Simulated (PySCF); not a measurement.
Rb(Cl) anion (ClRb), SMILES [Cl][Rb] (connectivity only; charge and spin as stated), charge -1, multiplicity 2. Atoms are numbered in the order given.

```xyz
2

Rb     0.0000     0.0000    -0.9459
Cl     0.0000     0.0000     2.0587
```
Charge -1, spin multiplicity 2.

The structure is a stationary point at PBE0-D3(BJ)/def2-TZVPD. The spin state was assumed, not searched. The def2 effective core potentials stand for the cores of Rb; spin–orbit coupling is left out.

Computed with PBE0-D3(BJ)/def2-TZVPD in PySCF 2.14.0.

Frequencies are harmonic and unscaled.

| mode | ν (cm⁻¹) | IR (km/mol) | moving atoms (share of kinetic energy) |
|---|---|---|---|
| 1 | 170 | 53.0 | Cl 71 %, Rb 29 % |
